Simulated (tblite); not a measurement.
A tight-binding relaxation on `C=C[P@@](=[Se])(C(C)=O)C`.

Computed with GFN2-xTB geometry optimisation, gas phase (tblite 0.8.0). Start geometry: from a force field or distance geometry. The command runs a driver script over a list of jobs; the input below is this job's line of settings and its coordinates in Å.

Command:
```bash
OMP_NUM_THREADS=1 python probes_run.py task.json out
```

Input:
```
{"job": {"kind": "relax", "xc": "GFN2-xTB", "basis": "xTB"}, "charge": 0, "multiplicity": 1}
C     -2.133800    -1.476300     0.240600
C     -1.498100    -0.414600    -0.282200
P     -0.275300     0.505000     0.621200
C     -0.100700     2.214300     0.047100
Se    -1.096600     0.722700     2.463500
C      1.227100    -0.322800     0.947000
C      2.069400    -1.013500    -0.071100
O      1.675100    -0.347700     2.111500
H     -1.948200    -1.820400     1.254800
H     -2.887400    -2.002800    -0.371800
H     -1.731000    -0.127400    -1.292500
H      0.947400     2.524400     0.161000
H     -0.432400     2.346400    -0.970800
H     -0.722200     2.862400     0.691100
H      1.655300    -2.024600    -0.299200
H      3.080400    -1.189100     0.372300
H      2.163900    -0.423900    -0.982900
```

Task: Estimate the output.

Result: 
```
step      E/eV     max force
  0    -679.84809    5.489
  1    -680.22665    4.351
  2    -680.44764    1.186
  3    -680.52535    0.848
  4    -680.61679    0.745
  5    -680.64872    0.592
  6    -680.67040    0.317
  7    -680.68793    0.361
  8    -680.70170    0.323
  9    -680.71567    0.322
... (200 lines left out)
210    -681.21660    0.048
211    -681.21683    0.035
212    -681.21700    0.023
213    -681.21708    0.024
214    -681.21712    0.017
215    -681.21716    0.015
216    -681.21721    0.017
217    -681.21723    0.014
218    -681.21725    0.011
219    -681.21727    0.011
```

«max force» is the largest atomic force in eV/Å.

Task: From which step on does the largest force stay under 0.1 eV/Å, and how much energy is left to gain from there?

Result: From step 173 (0.095 eV/Å), 7.8 meV above the end.

Summary of the converged run: energy lowered by 31.6 kcal/mol over 219 steps; largest atomic force 0.011 eV/Å at the end.

Task: Give the final coordinates.

Result: 1.011 Å rms from the input after alignment:
```
atom  x, y, z in Å
C1    -2.0870   -1.2610   -0.2622
C2    -1.2437   -0.2785   -0.5296
P3    -0.2260    0.4665    0.7803
C4    -0.3061    2.2686    0.4895
Se5   -0.6585   -0.1419    2.7384
C6     1.5565    0.0562    0.3315
C7     1.8575   -1.4019    0.3382
O8     2.3308    0.9561    0.1694
H9    -2.1994   -1.6224    0.7497
H10   -2.6973   -1.7267   -1.0188
H11   -1.1024    0.1241   -1.5249
H12    0.4125    2.7429    1.1589
H13   -0.0590    2.5092   -0.5432
H14   -1.3110    2.6133    0.7337
H15    1.4742   -1.8300    1.2652
H16    2.9257   -1.5857    0.2508
H17    1.3262   -1.8769   -0.4875
```
Labels such as C1 count atoms from 1, the log's own numbers from 0.
